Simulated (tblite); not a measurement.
C5H5O2 (doublet state).
Numbering: `[CH3:1][C:2]1=[C:3][O:4][C:5](=[O:6])[CH2:7]1` (hydrogens: H8, H9, H10 on C1; H11, H12 on C7)

All values are computed: GFN2-xTB (tblite) harmonic vibrations without scaling, gas phase. Errors from tens to a few hundred cm⁻¹ against measured bands are possible. Open shells enter through the occupations alone, without spin polarisation, and single modes of such species can be off by tens of per cent.

Harmonic wavenumbers (cm⁻¹): 111.6, 131.2, 272.1, 301.6, 385.7, 497.5, 534.5, 561.2, 703.7, 825.5, 869.9, 894.9, 999.1, 1006.3, 1022.9, 1050.5, 1165.8, 1169.2, 1221.3, 1381.5, 1401.3, 1465.7, 1470.1, 1708.9, 1822.3, 2968.3, 2983.4, 2999.4, 3013.3, 3063.7.

A = 7573, B = 2052, C = 1647 MHz; mass 97.029 u (most abundant isotopes); point group Cs, symmetry number 1; spin multiplicity 2.

Task: What is the zero-point energy?

Result: ½Σν̃ = 19001 cm⁻¹ = 227.30 kJ/mol.

Task: Give the ideal-gas entropy at 298.15 K and 1 bar in the rigid-rotor, harmonic-oscillator model (classical rotation).

Result: Translation 165.91, rotation 112.68, vibration 55.56, spin (R ln 2) 5.76: S = 339.9 J/(mol K).

Task: And Cp and H(298.15 K) − H(0)?

Result: Cp = 105.65 J/(mol K), of which vibrations give 72.39 (their classical limit is 30 R = 249.4); H(298.15 K) − H(0) = 19.67 kJ/mol without the zero-point energy, 9.75 from vibrations.

Task: What must be added to the electronic energy to get the Gibbs energy at 298.15 K and 1 bar?

Result: ZPE + [H(298.15 K) − H(0)] − T·S = 227.30 + 19.67 − 101.35 = 145.62 kJ/mol.

Task: Which modes carry the vibrational entropy at 298.15 K?

Result: 111.6 cm⁻¹: 13.56; 131.2 cm⁻¹: 12.25; 272.1 cm⁻¹: 6.62; 301.6 cm⁻¹: 5.89; 385.7 cm⁻¹: 4.25; 497.5 cm⁻¹: 2.78 J/(mol K); the other 24 give 10.20 together.

Task: How do the functions run with temperature in this model?

Result: 
| T (K) | S (J/(mol K)) | Cp (J/(mol K)) | H − H(0) (kJ/mol) | G − H(0) (kJ/mol) | ln q(vib) |
| --- | --- | --- | --- | --- | --- |
| 100 | 259.2 | 52.8 | 4.08 | -21.83 | 0.43 |
| 200 | 303.5 | 78.6 | 10.63 | -50.07 | 1.51 |
| 300 | 340.6 | 106.2 | 19.86 | -82.31 | 2.77 |
| 500 | 406.8 | 154.8 | 46.22 | -157.20 | 5.54 |
| 800 | 490.5 | 200.4 | 100.17 | -292.24 | 9.79 |
| 1000 | 537.4 | 219.5 | 142.27 | -395.14 | 12.48 |

q(vib) and H(0) count from the zero-point level.

Hindered rotation and anharmonicity are outside this model.
